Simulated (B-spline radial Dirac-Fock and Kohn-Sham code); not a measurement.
# Tb²⁺ 3d5/2: cross section and angular parameters

System: the Tb²⁺ ion, configuration [Xe] 4f9; threshold 1258.7 eV (orbital energy of the model). Model: Dirac-Hartree-Slater photoionisation with a Latter tail; cross sections with all multipoles, angular parameters from the dipole term and its interference with E2. Program: a radial finite-basis atomic code.

For linearly polarised light dσ/dΩ = σ/(4π) [1 + β P₂(cos θ) + (δ + γ cos²θ) sin θ cos φ], with θ from the polarisation vector and φ the angle between the beam and the projection of the electron momentum on the plane normal to the polarisation.

| hν (eV) | σ (kb) | β | γ | δ |
| --- | --- | --- | --- | --- |
| 1330 | 894 | 0.407 | -0.047 | -0.003 |
| 1980 | 324 | 1.046 | -0.102 | 0.024 |
| 2460 | 178 | 1.174 | 0.061 | 0.047 |
| 3680 | 53.5 | 1.222 | 0.470 | 0.084 |
| 6000 | ? | ? | ? | ? |
| 8047.8 | 4.06 | 1.023 | 1.328 | 0.196 |
| 8810 | 2.95 | 0.989 | 1.422 | 0.215 |
| 11200 | 1.25 | 0.895 | 1.657 | 0.275 |
| 12000 | 0.971 | 0.867 | 1.721 | 0.295 |
| 13400 | 0.647 | 0.822 | 1.820 | 0.329 |
| 15000 | 0.424 | 0.776 | 1.918 | 0.367 |

Q: Give the values at 6000 eV.

A: σ = 11.1 kb, β = 1.124, γ = 1.014, δ = 0.144.

Values without a named source are computed, but for edge energies of neutral atoms, which are taken from tables.
